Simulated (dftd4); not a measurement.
ClK (SMILES [Cl][K]), singlet, geometry from GFN2-xTB (such geometries of metal compounds can be far from the true shape); dftd4 with D4 for tpssh.

dftd4 was given this input:
```
$ dftd4 mol.xyz --func tpssh --charge 0 --json dftd4.json --noedisp

# file mol.xyz
2

K     -0.00000000    -0.00000000    -1.21784993
Cl     0.00000000     0.00000000     1.36112639
```

**Question.** Predict the main parts of the log of this dftd4 run.

**Answer.** 
```
                    ____  _____ _____     ____  _  _
      -------------|  _ \|  ___|_   _|---|  _ \| || |------------
     |             | | | | |_    | | ___ | | | | || |_           |
     |             | |_| |  _|   | ||___|| |_| |__   _|          |
     |             |____/|_|     |_|     |____/   |_|            |
     |             ===================================           |
     |            E. Caldeweyher, S. Ehlert & S. Grimme          |
     |          Mulliken Center for Theoretical Chemistry        |
     |                    University of Bonn                     |
      -----------------------------------------------------------

Rational (Becke-Johnson) damping: tpssh-D4-ATM
---------------------
  s6         1.0000
  s8         1.8590
  s9         1.0000
  a1         0.4429
  a2         4.6023
 alp        16.0000
--------------------

Dispersion energy:      -9.0710699549315E-04 Eh

[Info] JSON dump of results written to 'dftd4.json'
```
